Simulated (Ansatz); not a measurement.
One geometry of C6H16Cl2N2Zr (`CC(C)[NH][Zr]([Cl])([Cl])[NH]C(C)C`), several functionals.

```yaml
crystal:
  periodic: [false, false, false]
  atoms:
    - {symbol: C, position_ang: [-0.676813, -2.157649, -0.266651]}
    - {symbol: C, position_ang: [-1.953631, -1.579006, 0.310664]}
    - {symbol: C, position_ang: [-1.985431, -1.715700, 1.827040]}
    - {symbol: N, position_ang: [-2.125007, -0.190844, -0.090551]}
    - {symbol: Zr, position_ang: [-1.194795, 1.330345, -1.013305]}
    - {symbol: Cl, position_ang: [-1.541486, 3.260662, 0.331764]}
    - {symbol: Cl, position_ang: [-2.129473, 1.569445, -3.177780]}
    - {symbol: N, position_ang: [0.723573, 0.819024, -1.295366]}
    - {symbol: C, position_ang: [1.886543, 0.735582, -0.425903]}
    - {symbol: C, position_ang: [1.497192, 1.113759, 0.992229]}
    - {symbol: C, position_ang: [3.023346, 1.607459, -0.936485]}
    - {symbol: H, position_ang: [0.200248, -1.637400, 0.125869]}
    - {symbol: H, position_ang: [-0.661874, -2.071906, -1.355272]}
    - {symbol: H, position_ang: [-0.590829, -3.214233, -0.005010]}
    - {symbol: H, position_ang: [-2.794056, -2.158062, -0.099089]}
    - {symbol: H, position_ang: [-2.911333, -1.307547, 2.240092]}
    - {symbol: H, position_ang: [-1.149286, -1.172170, 2.275348]}
    - {symbol: H, position_ang: [-1.916470, -2.764692, 2.126513]}
    - {symbol: H, position_ang: [-3.038371, 0.135023, 0.227225]}
    - {symbol: H, position_ang: [0.967784, 0.581430, -2.253448]}
    - {symbol: H, position_ang: [2.235730, -0.308318, -0.413974]}
    - {symbol: H, position_ang: [0.677034, 0.489259, 1.360920]}
    - {symbol: H, position_ang: [2.341258, 0.984578, 1.671935]}
    - {symbol: H, position_ang: [1.181583, 2.159842, 1.043223]}
    - {symbol: H, position_ang: [2.721350, 2.657928, -0.941678]}
    - {symbol: H, position_ang: [3.305258, 1.329587, -1.955336]}
    - {symbol: H, position_ang: [3.907958, 1.503600, -0.302976]}
basis:
  gaussian: {orbitals: def2-TZVPP}
hamiltonian: {xc: r2scan, dispersion: d4}
output: {forces: true, orbitals: {seedname: orbitals}}
```

```sh
$ ansatz run in.yaml --threads 11 --pin off --events-out ev --progress --plain --max-ram 174080MiB --backend cuda --devices 0, --max-vram 75GiB
```

It prints (some lines left out):

```
Functional definition: r2SCAN
3234 factors; their error is unknown
mean field evaluation 1: about -35759.7656 eV, gradient 1.2e2 eV
mean field evaluation 2: about -35555.3818 eV, gradient 3.1e2 eV
mean field evaluation 4: about -35790.4970 eV, gradient 4.0e1 eV
mean field evaluation 8: about -35794.2446 eV, gradient 7.0e-1 eV
mean field evaluation 16: about -35794.1701 eV, gradient 1.2e-2 eV
mean field -35794.17005277 eV, -1315.4114872794 hartree, gradient 5.4e-5 eV, S^2 0.000000; 0 other end points of the search recorded, 0 dependent functions left out
reference -35794.17007828 eV, -1315.4114882169 hartree; 56, 56 occupied and 556, 556 virtual orbitals, 3234 factors
Total energy: -35794.41737838 eV, -1315.4205763281 hartree
Atom 0 at    -0.676813    -2.157649    -0.266651 Å, force     0.111115    -0.061046    -0.054700 eV/Å
Atom 1 at    -1.953631    -1.579006     0.310664 Å, force    -0.090721    -0.172198    -0.002289 eV/Å
Atom 2 at    -1.985431    -1.715700     1.827040 Å, force    -0.015586    -0.027071     0.153827 eV/Å
Atom 3 at    -2.125007    -0.190844    -0.090551 Å, force    -0.023321     0.017619     0.003032 eV/Å
Atom 4 at    -1.194795     1.330345    -1.013305 Å, force    -0.056532     0.148725    -0.033732 eV/Å
Atom 5 at    -1.541486     3.260662     0.331764 Å, force    -0.024114     0.103471     0.073620 eV/Å
Atom 6 at    -2.129473     1.569445    -3.177780 Å, force    -0.045848     0.009143    -0.115981 eV/Å
Atom 7 at     0.723573     0.819024    -1.295366 Å, force    -0.012422    -0.020811    -0.083091 eV/Å
Atom 8 at     1.886543     0.735582    -0.425903 Å, force     0.138585    -0.119072     0.054025 eV/Å
Atom 9 at     1.497192     1.113759     0.992229 Å, force    -0.034968     0.042864     0.134672 eV/Å
Atom 10 at     3.023346     1.607459    -0.936485 Å, force     0.122513     0.080450    -0.052429 eV/Å
Atom 11 at     0.200248    -1.637400     0.125869 Å, force    -0.008424     0.007441     0.004744 eV/Å
Atom 12 at    -0.661874    -2.071906    -1.355272 Å, force     0.004145     0.004488     0.005605 eV/Å
Atom 13 at    -0.590829    -3.214233    -0.005010 Å, force    -0.001766     0.017142    -0.001672 eV/Å
Atom 14 at    -2.794056    -2.158062    -0.099089 Å, force    -0.018720    -0.015339    -0.002041 eV/Å
Atom 15 at    -2.911333    -1.307547     2.240092 Å, force     0.014649    -0.002442    -0.005395 eV/Å
Atom 16 at    -1.149286    -1.172170     2.275348 Å, force    -0.007813    -0.006380    -0.010803 eV/Å
Atom 17 at    -1.916470    -2.764692     2.126513 Å, force     0.000850     0.013353    -0.001721 eV/Å
Atom 18 at    -3.038371     0.135023     0.227225 Å, force    -0.054491     0.026944     0.020466 eV/Å
Atom 19 at     0.967784     0.581430    -2.253448 Å, force     0.017098    -0.015914    -0.062094 eV/Å
Atom 20 at     2.235730    -0.308318    -0.413974 Å, force     0.013811    -0.021999    -0.003242 eV/Å
Atom 21 at     0.677034     0.489259     1.360920 Å, force    -0.004280     0.007189    -0.008211 eV/Å
Atom 22 at     2.341258     0.984578     1.671935 Å, force    -0.009367     0.001152    -0.010150 eV/Å
Atom 23 at     1.181583     2.159842     1.043223 Å, force     0.005104    -0.013543    -0.011327 eV/Å
Atom 24 at     2.721350     2.657928    -0.941678 Å, force    -0.001300    -0.012689     0.002264 eV/Å
Atom 25 at     3.305258     1.329587    -1.955336 Å, force    -0.006759     0.005120     0.013143 eV/Å
Atom 26 at     3.907958     1.503600    -0.302976 Å, force    -0.011438     0.003404    -0.006521 eV/Å
Dipole moment:     0.451694    -0.667946     0.291898 e Å
```

Run time 11 s (11 threads of an AMD EPYC 7R13 on a shared host and a whole NVIDIA H100 80 GB); peak host memory 1.2 GiB.

With the line `hamiltonian: {xc: {name: revPBE}, dispersion: d4}` and no forces (abridged; 14 s):

```
Functional definition: revPBE
mean field evaluation 16: about -35793.8296 eV, gradient 2.7e-2 eV
mean field -35793.82964687 eV, -1315.3989775933 hartree, gradient 1.9e-5 eV, S^2 0.000000
Total energy: -35796.14213912 eV, -1315.4839601161 hartree
```

With the line `hamiltonian: {xc: {name: wB97M-V}}` (abridged; 17 s):

```
Functional definition: wB97M-V
mean field evaluation 16: about -35792.3921 eV, gradient 1.3e-3 eV
mean field -35792.39210661 eV, -1315.3461489633 hartree, gradient 3.5e-5 eV, S^2 0.000000
Total energy: -35792.39220416 eV, -1315.3461525482 hartree
Atom 0 force     0.138306    -0.071091    -0.065477 eV/Å
Atom 1 force    -0.187325    -0.264460    -0.025791 eV/Å
Atom 2 force    -0.005741    -0.033564     0.162494 eV/Å
Atom 3 force    -0.031779     0.212323    -0.018527 eV/Å
Atom 4 force     0.013808    -0.071965     0.025321 eV/Å
Atom 5 force    -0.014545     0.101280     0.060202 eV/Å
Atom 6 force    -0.032434     0.021068    -0.114110 eV/Å
Atom 7 force    -0.162945     0.039256    -0.165043 eV/Å
Atom 8 force     0.215610    -0.241476     0.064311 eV/Å
Atom 9 force    -0.036368     0.054044     0.157052 eV/Å
Atom 10 force     0.137942     0.093162    -0.045672 eV/Å
Atom 11 force    -0.036102    -0.007323    -0.004615 eV/Å
Atom 12 force    -0.001999    -0.002166     0.058150 eV/Å
Atom 13 force    -0.002432     0.067638    -0.015617 eV/Å
Atom 14 force     0.079525     0.039949     0.040447 eV/Å
Atom 15 force     0.061989    -0.021932    -0.032657 eV/Å
Atom 16 force    -0.039990    -0.026225    -0.033122 eV/Å
Atom 17 force    -0.001151     0.073797    -0.021024 eV/Å
Atom 18 force     0.006441    -0.003831     0.009243 eV/Å
Atom 19 force     0.007066     0.008881     0.003394 eV/Å
Atom 20 force    -0.021478     0.088638     0.007966 eV/Å
Atom 21 force     0.025936     0.019712    -0.021696 eV/Å
Atom 22 force    -0.055132     0.010365    -0.040011 eV/Å
Atom 23 force     0.023093    -0.050039    -0.013284 eV/Å
Atom 24 force     0.008757    -0.062780     0.003485 eV/Å
Atom 25 force    -0.026184     0.016849     0.066648 eV/Å
Atom 26 force    -0.062869     0.009889    -0.042068 eV/Å
Dipole moment:     0.432792    -0.639332     0.281203 e Å
```

With the line `hamiltonian: {xc: {name: wB97X-V}}` and no forces (abridged; 13 s):

```
Functional definition: wB97X-V
mean field evaluation 16: about -35793.6022 eV, gradient 9.1e-4 eV
mean field -35793.60224882 eV, -1315.3906208692 hartree, gradient 1.2e-5 eV, S^2 0.000000
Total energy: -35793.60224491 eV, -1315.3906207254 hartree
```

With the line `hamiltonian: {xc: lda}` and no forces (abridged; 14 s):

```
Functional definition: SPW92
mean field evaluation 16: about -35631.3713 eV, gradient 1.4e-2 eV
mean field -35631.37133084 eV, -1309.4287445973 hartree, gradient 6.6e-5 eV, S^2 0.000000
Total energy: -35631.37141018 eV, -1309.4287475132 hartree
```
